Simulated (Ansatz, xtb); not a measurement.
## Isomers of ClFH2OSi2+ in order of energy

9 gas-phase structures of ClFH2OSi2+, found in a search over its isomers (lower ones may exist). Each was relaxed with GFN2-xTB; where two conformers were screened, the lower at r2SCAN-D4/def2-SVP is listed:

A. the doublet with the links of `F[Si](Cl)O[SiH2+]`
B. the doublet with the links of `O[Si](Cl)[SiH+]F`
C. the doublet with the links of `F[Si]=[O+][SiH2]Cl`
D. the doublet with the links of `F[SiH](Cl)[O+]=[SiH]`
E. the doublet with the links of `F[SiH2][O+]=[Si]Cl`
F. a doublet given by its coordinates
G. a doublet given by its coordinates
H. the doublet with the links of `O[SiH+][Si](F)Cl`
I. the doublet with the links of `F[SiH+]O[SiH]Cl`

F (Å):

```xyz
7

Cl   -0.4204   -3.0438   -2.3957
F     2.4055   -0.1413   -0.6114
O    -0.0596   -0.5940   -0.4063
Si    1.1076    0.6743   -0.1893
Si   -0.7508   -1.9123   -0.8458
H     1.0918    0.9121    1.2342
H     0.7509    1.5861   -1.2527
```

Close contacts (Å): Cl1–Si5 1.95, F2–Si4 1.59, O3–Si4 1.74, O3–Si5 1.55, Si4–H6 1.44, Si4–H7 1.45.

G (Å):

```xyz
7

Cl   -2.7670    2.2276    0.1718
F    -2.5770   -0.3980    1.5229
O    -0.4303    0.4181    0.5657
Si   -1.8573    1.0179    1.3884
Si    0.6293   -0.5019   -0.0893
H    -1.2975    1.3429    2.6731
H     0.8157   -1.9024    0.2883
```

Close contacts (Å): Cl1–Si4 1.94, F2–Si4 1.59, O3–Si4 1.75, O3–Si5 1.55, Si4–H6 1.44, Si5–H7 1.46.

**Question.** Which do you expect lowest at r2SCAN-D4/def2-SVP, and how would the others follow?

**Answer.** Calculated order at r2SCAN-D4/def2-SVP: E (0.000), F (0.001), D (0.111), G (0.119), I (0.289), C (0.348), A (0.359), B (0.943), H (1.023) eV. Less than 1 kcal/mol parts E and F; D and G; C and A, so the order within those pairs means little.

Energies above the lowest of each column, in eV; the last columns are at B3LYP-D3(BJ)/def2-SVP geometries and were run for some of them only (a dash: not run or not comparable):

```csv
structure,GFN2-xTB,HF/STO-3G,r2SCAN-D4/def2-SVP,B3LYP-D3(BJ)/def2-SVP,CCSD(T)/def2-SVP + ΔMP2/def2-TZVPP
E,0.000,0.069,0.000,0.000,0.000
F,0.004,0.058,0.001,relaxes to E,–
D,0.140,0.095,0.111,0.013,0.035
G,0.145,0.125,0.119,relaxes to D,–
I,0.009,0.720,0.289,0.218,0.258
C,0.797,0.000,0.348,–,–
A,0.362,0.380,0.359,–,–
B,0.871,1.369,0.943,–,–
H,0.900,1.627,1.023,–,–
```

CCSD(T)/def2-SVP + ΔMP2/def2-TZVPP puts E lowest of those it was run on, with D within 1 kcal/mol; HF/STO-3G picks C. Some further structures that were screened fall inside this span and aren't listed. Flexible structures stand in one conformer each, not always the lowest. Frequencies (B3LYP-D3(BJ)/def2-SVP) were run for D, E, I alone. Open shells are spin-unrestricted. ΔMP2 is the change of the MP2 energy from the smaller to the larger basis.

Over these structures GFN2-xTB departs from r2SCAN-D4/def2-SVP by 0.109 eV on average once a common shift is removed. A GFN2-xTB relaxation took about 0.37 s and the r2SCAN-D4/def2-SVP energy about 2.5 s on a shared host (Ansatz 0.2.0, xtb 6.7.1).
